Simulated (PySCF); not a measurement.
# Reading the logs of faulty runs: FH6NSi2

All numbers below are calculated, not measured. They come from PySCF 2.14.0, an open-source quantum chemistry program, on an isolated molecule that a program drew, which may never have been made. The molecule is FH6NSi2 (charge 0, singlet), drawn as the SMILES string `F[SiH2]N[SiH3]`.

Each row is a Hartree-Fock (HF) and frozen-core CCSD(T) single point in the cc-pV(D+d)Z basis, meant for a local HF minimum. Run 1 is clean. Each other run has one planted mistake out of seven kinds, and not every kind appears here: one electron removed, one electron added, multiplicity raised by two, geometry at a saddle point, minimal basis STO-3G, one bond length entered in bohr, all coordinates scaled. The reference is restricted for singlets and unrestricted otherwise, and also for a bond in bohr. Adding or removing an electron swaps singlet and doublet. Electrons count all cores. HOMO and LUMO are orbital energies over both spins, the gradient is its largest component, and the lowest frequency (negative if imaginary) is given only where the gradient is small. Bond lengths are over the 9 bonds as drawn. T1 is the CCSD diagnostic: over 0.02 (restricted) or 0.045 (unrestricted) a single reference is doubtful.

Geometry of the clean run:
```xyz
10
FH6NSi2, angstrom
F    -1.2095    0.2052   -1.0007
Si    0.2946   -0.3167   -0.7128
N     0.8409    0.1309    0.8428
Si    0.6566   -0.6710    2.3774
H     1.1383    0.3180   -1.7362
H     0.2477   -1.7798   -0.8232
H     1.2275    1.0593    0.8962
H    -0.2371    0.0820    3.2860
H     1.9678   -0.8137    3.0497
H     0.0818   -2.0056    2.1119
```

```
run  electrons  basis functions  <S^2>  HOMO (eV)  LUMO (eV)  gradient (hartree/bohr)  lowest frequency (cm^-1)  mean bond (Å)  longest bond (Å)      T1  HF (hartree)  CCSD(T) (hartree)               mistake
  1         50              104  0.000     -11.41       3.77                  3.1e-06                        62         1.4945             1.741  0.0116    -735.37480         -735.99306              no fault
  2         50               34  0.000      -8.00      12.34                  2.6e-02                         -         1.4945             1.741  0.0090    -726.53263         -726.71653  minimal basis STO-3G
  3         49              104  0.761     -18.38      -7.29                  1.1e-01                         -         1.4945             1.741  0.0276    -735.03514         -735.62004  one electron removed
  4         50              104  2.010      -3.00      -1.16                  8.0e-02                         -         1.4945             1.741  0.0293    -735.13018         -735.73922                     ?
  5         51              104  0.757       2.99       9.02                  4.5e-02                         -         1.4945             1.741  0.0213    -735.24961         -735.89448                     ?
```

**Which mistake was planted in run 4, and what did it cost?**

Electrons, basis and geometry are unchanged, and <S^2> is 2.010, beside S(S+1) = 2.00 for a multiplicity of 3. So the mistake is: multiplicity raised by two. Subtracting run 1 and multiplying by 627.51 kcal/mol a hartree, the energy moved by 153.5 kcal/mol in HF and 159.3 kcal/mol in CCSD(T).

**Which mistake was planted in run 5, and what did it cost?**

It counts 51 electrons, one more than the clean run, at the same geometry and basis. So the mistake is: one electron added. Subtracting run 1 and multiplying by 627.51 kcal/mol a hartree, the energy moved by 78.6 kcal/mol in HF and 61.9 kcal/mol in CCSD(T).

Cautions from the logs. Run 5: the HOMO is above zero, so the electron isn't bound and the energy depends on the basis.
